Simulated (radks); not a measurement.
Results of a calculation; reference values are marked as such.
Problem. Hg74+, 6 electrons, occupied as [He] 2s2 2p2. Code: a radial shooting solver on a logarithmic mesh with Libxc functionals. Model: scalar-relativistic Kohn-Sham, PBE, spin-polarised, spherical densities, finite nucleus; open shells are filled with parallel spins first (spin-orbit coupling, left out, can overturn this in heavy ions); Fermi nuclear charge, rms radius 5.4648 fm. Some entries of the table are withheld. Estimate them.

| orbital | occ. | eigenvalue (eV) | r(max) (bohr) | <1/r> (bohr^-1) |
|---|---|---|---|---|
| 1s up | 1 | -91841.80 | 0.01022 | 97.70 |
| 1s down | 1 | -91799.55 | 0.01021 | 97.74 |
| 2s up | 1 | -22404.66 | 0.05798 | 23.74 |
| 2s down | 1 | -22327.22 | 0.05803 | 23.69 |
| 2p up | 2 | (1) | 0.04766 | 21.02 |
| 2p down | 0 | (2) | 0.04772 | 20.99 |

Solution. 
(1) 2p up eigenvalue (eV): -20523.01
(2) 2p down eigenvalue (eV): -20434.70
